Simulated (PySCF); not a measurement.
Species: GeH7NSi.
Atom-mapped SMILES: `[NH2:1][SiH2:2][GeH3:3]` (hydrogens: H4, H5 on N1; H6, H7 on Si2; H8, H9, H10 on Ge3)

The calculation used PBE0-D3(BJ)/def2-SVP geometry optimisation, gas phase in PySCF 2.14.0.

(1) List the bond lengths and angles at this level.

## Answers

(1) 
| bond | length (Å) |
| --- | --- |
| N1–Si2 | 1.736 |
| Si2–Ge3 | 2.380 |
| N1–H4, N1–H5 | 1.014 |
| Si2–H6 | 1.505 |
| Si2–H7 | 1.495 |
| Ge3–H8, Ge3–H9, Ge3–H10 | 1.542 |

Bonds in one row agree within 0.01 Å and their mean is given. A selection of angles:
| angle | degrees |
| --- | --- |
| Si2–N1–H4 | 119.3 |
| H4–N1–H5 | 110.3 |
| N1–Si2–Ge3 | 107.4 |
| N1–Si2–H6 | 116.3 |
| N1–Si2–H7 | 107.8 |
| Ge3–Si2–H6 | 107.8 |
| Ge3–Si2–H7 | 110.9 |
| H6–Si2–H7 | 106.6 |
| Si2–Ge3–H8 | 111.3 |
| Si2–Ge3–H9 | 109.9 |
| H8–Ge3–H9 | 107.8 |
| H8–Ge3–H10 | 108.5 |

Ge3 (germanium bonded to Si and 3 H) is tetrahedral (angles from 107.8° to 111.4°). Si2 (SiH2 silicon) is distorted tetrahedral (angles from 106.6° to 116.3°). N1 (silicon-bound nitrogen) has angles 119.3°, 118.9° and 110.3°, sum 348.4°, 0.24 Å off the plane of its three neighbours.

Stationary, but not proved a minimum. The numbers are those of one conformer (H–N1–Si2–Ge3 170° and -51°).

The run took 27 s wall on an Arm Neoverse V1 with one thread, shared host with 32 logical CPUs at a one-minute load of 29, and the process peaked at 0.39 GiB of memory. This is the geometry optimisation.
